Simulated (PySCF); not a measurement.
Does the structure fit the spectrum?

A compound C5H7NOSi gives the data below (simulated from a calculation) and was assigned the structure `N#C[C@@H]1C=C[SiH2]OC1`.

$^{13}$C{$^{1}$H} NMR (computed): δ 237.9 (CH), 165.8 (CH), 123.0 (C), 115.2 (CH), 27.2 (CH3).

$^{1}$H NMR (400 MHz, computed): δ 12.13 (d, 1H), 7.24 (m, 1H), 5.85 (m, 1H), 4.98 (m, 1H), 2.17 (d, 3H).

- GFN2-xTB geometry
- NMR shieldings at PBE0/pcSseg-1/GIAO
- program: PySCF
- no relativistic terms, one computed conformer, isolated molecule, rapidly exchanging positions averaged

Referencing at the same level of theory: $^{1}$H, $^{13}$C vs TMS.

Q: Compare with the shifts computed for the proposed structure, pairing carbons in order of shift.

A: Atom-mapped SMILES (the numbers label the heavy atoms): `[N:1]#[C:2][C@@H:3]1[CH:4]=[CH:5][SiH2:6][O:7][CH2:8]1` (H(Xn): hydrogen on atom n).

```json
{"atom": "C4", "computed for proposal": "156.5", "given list": "237.9", "difference": "-81.4"}
{"atom": "C5", "computed for proposal": "133.6", "given list": "165.8", "difference": "-32.2"}
{"atom": "C2", "computed for proposal": "123.6", "given list": "123.0", "difference": "+0.6"}
{"atom": "C8", "computed for proposal": "67.0", "given list": "115.2", "difference": "-48.2"}
{"atom": "C3", "computed for proposal": "31.9", "given list": "27.2", "difference": "+4.7"}
```

The rms difference is 44.8 ppm and the largest -81.4 ppm at C4 (alkene CH). The carbon types in order of shift don't match either: CH, CH, C, CH2, CH for the proposal against CH, CH, C, CH, CH3 in the data. The proposal doesn't fit.

Q: Which isomer fits?

A: SMILES C/C=C\[Si@@H](C#N)C=O.

1. Carbon types of the structure: 1 × C, 3 × CH, 1 × CH3, leaving 1 H on heteroatoms.
2. δC 237.9: carbonyl carbon.
3. δC 165.8, 115.2: alkene CH.
4. δC 123.0: nitrile carbon; this is the usual window of a C≡N carbon, which has no attached hydrogen.
5. δH 12.13: hydrogen on a carbonyl carbon.

Other isomers checked: C=CO[SiH2]/C=C/C#N (rms 50.2 ppm).

This is the structure that produced the data.

Shifts are as computed. Against solution values, carbons near 30 ppm lie about +3 ppm off and those near 130 ppm about +5 ppm. Of 1211 compounds with measured shifts, 218 miss one by over three times the rms of a fit or turn the order of signals round; such compounds aren't used in these exercises. No couplings were computed; multiplicities are counted from neighbouring protons, with m where these are inequivalent, close in shift, in a saturated or five-membered ring or joined by F or P, and br s for small geminal =CH2 splittings.
